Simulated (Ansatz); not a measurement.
Born–Oppenheimer molecular dynamics of C$_{2}$H$_{7}$NOSi$_{2}$ (13 atoms, charge 0, multiplicity 1). It starts at the highest image of a converged band, a first-order saddle point between two minima.

Method: RKS PBE/def2-SVP (Ansatz).

```
ensemble                      : NVE (velocity Verlet)
time step                     : 0.5 fs
steps asked                   : 200
starting velocities drawn for : 100 K
seed                          : 6759
```

First frame:

```xyz
13
Properties=species:S:1:pos:R:3
C -0.713 0.155 2.286
Si 0.512 0.087 0.856
N 0.328 -1.323 -0.237
C 0.348 -1.048 -1.537
Si 0.112 0.814 -1.875
O 0.256 1.352 -0.260
H -0.648 -0.779 2.877
H -1.742 0.273 1.890
H -0.485 1.010 2.952
H 1.422 -1.375 0.496
H 0.651 -1.837 -2.255
H 1.199 1.430 -2.719
H -1.220 1.205 -2.459
```

**Question.** How far do the bonds stretch over the last three quarters of this one trajectory? (Pairs bonded in most of those frames.)

**Answer.** 
```json
{"bond": "C1–Si2", "mean (Å)": "1.921", "spread (Å)": "0.034", "shortest": "1.87", "longest": "1.98"}
{"bond": "C1–H7", "mean (Å)": "1.110", "spread (Å)": "0.008", "shortest": "1.09", "longest": "1.12"}
{"bond": "C1–H8", "mean (Å)": "1.111", "spread (Å)": "0.013", "shortest": "1.09", "longest": "1.13"}
{"bond": "C1–H9", "mean (Å)": "1.112", "spread (Å)": "0.014", "shortest": "1.09", "longest": "1.13"}
{"bond": "Si2–N3", "mean (Å)": "1.898", "spread (Å)": "0.042", "shortest": "1.80", "longest": "1.96"}
{"bond": "Si2–O6", "mean (Å)": "1.744", "spread (Å)": "0.012", "shortest": "1.71", "longest": "1.76"}
{"bond": "N3–C4", "mean (Å)": "1.345", "spread (Å)": "0.033", "shortest": "1.29", "longest": "1.40"}
{"bond": "N3–H10", "mean (Å)": "1.054", "spread (Å)": "0.043", "shortest": "0.97", "longest": "1.13"}
{"bond": "C4–Si5", "mean (Å)": "1.903", "spread (Å)": "0.027", "shortest": "1.86", "longest": "1.97"}
{"bond": "C4–H11", "mean (Å)": "1.120", "spread (Å)": "0.015", "shortest": "1.09", "longest": "1.16"}
{"bond": "Si5–O6", "mean (Å)": "1.675", "spread (Å)": "0.011", "shortest": "1.66", "longest": "1.69"}
{"bond": "Si5–H12", "mean (Å)": "1.512", "spread (Å)": "0.010", "shortest": "1.49", "longest": "1.53"}
{"bond": "Si5–H13", "mean (Å)": "1.510", "spread (Å)": "0.005", "shortest": "1.50", "longest": "1.52"}
```

Mean temperature of the second half: 579 K. The conserved energy stayed within 0.19 meV per atom of its start (net change -0.013 meV per atom), so the integration is sound. The kinetic energy rose, since the run started high on the potential surface and went downhill. A run of 0.1 ps of so small a system gives no equilibrium averages. The orbitals stay closed-shell, which can raise the energy where a bond breaks towards radicals; this wasn't checked here.

Time of the run: 6.8 min on 2 threads of Intel(R) Xeon(R) Platinum 8488C (Sapphire Rapids) (shared host), peak memory 0.19 GiB.
